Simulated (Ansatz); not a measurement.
Ge₂H₄Se₂⁻, that is cyclo-(H2GeSe)2 with one electron more. Total charge -1; doublet. Geometry PBE-D4/def2-SVP, that of the neutral singlet; atoms count from 1.

```xyz
8

Ge    0.232   -0.621    1.409
H    -0.674   -0.387    2.650
H     1.409   -1.569    1.774
Se   -1.017   -1.433   -0.465
Ge   -0.232    0.621   -1.408
H     0.681    0.380   -2.643
H    -1.405    1.570   -1.786
Se    1.007    1.439    0.469
```

The highest occupied level of the charge -1 doublet lies above zero (up to 0.94 eV). By energy differences its removal costs 0.45 eV (vertical, to the charge 0 singlet, at PBE0-D4/def2-TZVPD); a positive level beside a positive removal energy at the same level points to self-interaction error.

Q: Estimate the Mulliken populations from the PBE0/def2-TZVPD orbitals of Ansatz.

A: 
| atom | charge (e) | spin (α − β) |
| --- | --- | --- |
| Ge1 | 0.27 | 0.01 |
| H2 | 0.03 | 0.03 |
| H3 | 0.03 | 0.03 |
| Se4 | -0.82 | 0.43 |
| Ge5 | 0.27 | 0.01 |
| H6 | 0.03 | 0.03 |
| H7 | 0.03 | 0.03 |
| Se8 | -0.82 | 0.43 |
Mulliken values and Mayer orders depend strongly on the basis. With diffuse functions, as here, like atoms can get unlike values, and bond orders can come out too low or too high.

Q: Where does the spin sit?

A: Summed by element: Ge 0.02, H 0.12, Se 0.86, of 1 unpaired in all. Largest on single atoms: Se4 0.43, Se8 0.43, H3 0.03.

Q: And the Mayer bond orders between bonded heavy atoms (over 0.3)?

A: Ge1–Se4 0.75 (2.39 Å); Ge1–Se8 0.75 (2.39 Å); Se4–Ge5 0.75 (2.39 Å); Ge5–Se8 0.75 (2.39 Å). Values over 0.3 also appear between atoms too far apart for a bond (Se4–Se8 0.36 at 3.64 Å); they arise where an orbital or an unpaired electron spreads over both atoms.
